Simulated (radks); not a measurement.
Trend from Sc+ to Zn+: ionisation energy by Delta-SCF between NIST ground configurations, and size. Calculated with a radial shooting solver on a logarithmic mesh with Libxc functionals: Dirac Kohn-Sham, PBE, spin-unpolarised, spherical densities, finite nucleus; open shells fill j = l - 1/2 first; Fermi nuclear charge, rms radius of each element as measured or else 0.836 A^(1/3) + 0.57 fm.

species,configuration,IE (eV),NIST (eV),kind,-e(HOMO) (eV),r at 0.001 e/bohr^3 (bohr)
Sc+,[Ar] 3d1 4s1,12.766,12.800,exp.,9.725 (4s1/2),4.27
Ti+,[Ar] 3d2 4s1,13.568,13.576,exp.,10.347 (4s1/2),4.19
V+,[Ar] 3d4,14.845,14.63,exp.,8.993 (3d3/2),3.69
Cr+,[Ar] 3d5,15.985,16.486,exp.,9.815 (3d5/2),3.63
Mn+,[Ar] 3d5 4s1,15.592,15.640,exp.,11.871 (4s1/2),3.95
Fe+,[Ar] 3d6 4s1,16.198,16.199,exp.,12.323 (4s1/2),3.88
Co+,[Ar] 3d8,19.249,17.084,exp.,12.155 (3d5/2),3.44
Ni+,[Ar] 3d9,20.248,18.169,exp.,12.866 (3d5/2),3.38
Cu+,[Ar] 3d10,21.213,20.292,exp.,13.550 (3d5/2),3.32
Zn+,[Ar] 3d10 4s1,18.443,17.964,exp.,13.997 (4s1/2),3.63

Reference values: NIST Atomic Spectra Database (exp. = measured, semi-emp. = semi-empirical, theory = theoretical value adopted there). Spin polarisation and multiplet splitting are left out, so open shells lie too high by an amount that depends on their filling.

Beside tabulated values, note that spin-unpolarised runs miss the spin-polarisation part of the exchange energy of open shells.
